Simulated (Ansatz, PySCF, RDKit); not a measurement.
CH3Cl (SMILES CCl) and H2 (SMILES [H][H]) are pulled apart as rigid monomers along the line of their centres of mass, from the B3LYP-D3(BJ)/def2-TZVP minimum. Starting geometry (charge 0, multiplicity 1):
```xyz
7

C     -0.2693     1.0804    -0.4277
Cl    -0.1522    -0.7034    -0.2695
H     -1.1997     1.3174    -0.9347
H     -0.2559     1.5117     0.5687
H      0.5809     1.4279    -1.0066
H     -0.0957     0.4065     3.2490
H     -0.0886    -0.0494     2.6598
```

Interaction energies with rigid monomers; basis-set methods are counterpoise corrected unless marked otherwise.

Frozen-core correlation.

Programs: Ansatz (Gaussian orbitals); PySCF for the dispersion terms; RDKit for the force fields. Each number belongs to the level named beside it.

```json
[
 {"Cl2···H7 (Å)": "2.70", "UFF (kcal/mol)": "0.54", "HF/aug-cc-pV(T+d)Z (kcal/mol)": "1.11", "r2SCAN-D3(BJ)/def2-TZVPPD (kcal/mol)": "-0.19", "B3LYP/def2-TZVPPD (kcal/mol)": "0.43", "SCS-MP2/aug-cc-pV(T+d)Z (kcal/mol)": "?"},
 {"Cl2···H7 (Å)": "3.00", "UFF (kcal/mol)": "-0.29", "HF/aug-cc-pV(T+d)Z (kcal/mol)": "0.25", "r2SCAN-D3(BJ)/def2-TZVPPD (kcal/mol)": "-0.46", "B3LYP/def2-TZVPPD (kcal/mol)": "0.00", "SCS-MP2/aug-cc-pV(T+d)Z (kcal/mol)": "-0.40"},
 {"Cl2···H7 (Å)": "3.45", "UFF (kcal/mol)": "-0.33", "HF/aug-cc-pV(T+d)Z (kcal/mol)": "-0.09", "r2SCAN-D3(BJ)/def2-TZVPPD (kcal/mol)": "?", "B3LYP/def2-TZVPPD (kcal/mol)": "-0.07", "SCS-MP2/aug-cc-pV(T+d)Z (kcal/mol)": "-0.39"},
 {"Cl2···H7 (Å)": "4.20", "UFF (kcal/mol)": "-0.14", "HF/aug-cc-pV(T+d)Z (kcal/mol)": "-0.10", "r2SCAN-D3(BJ)/def2-TZVPPD (kcal/mol)": "-0.18", "B3LYP/def2-TZVPPD (kcal/mol)": "-0.02", "SCS-MP2/aug-cc-pV(T+d)Z (kcal/mol)": "-0.19"},
 {"Cl2···H7 (Å)": "5.39", "UFF (kcal/mol)": "-0.04", "HF/aug-cc-pV(T+d)Z (kcal/mol)": "-0.04", "r2SCAN-D3(BJ)/def2-TZVPPD (kcal/mol)": "-0.06", "B3LYP/def2-TZVPPD (kcal/mol)": "-0.02", "SCS-MP2/aug-cc-pV(T+d)Z (kcal/mol)": "-0.06"}
]
```

**Question.** Complete the blanks.

**Answer.** 
- 2.70, SCS-MP2/aug-cc-pV(T+d)Z (kcal/mol): 0.03
- 3.45, r2SCAN-D3(BJ)/def2-TZVPPD (kcal/mol): -0.38

Ansatz is a program for electronic structure.
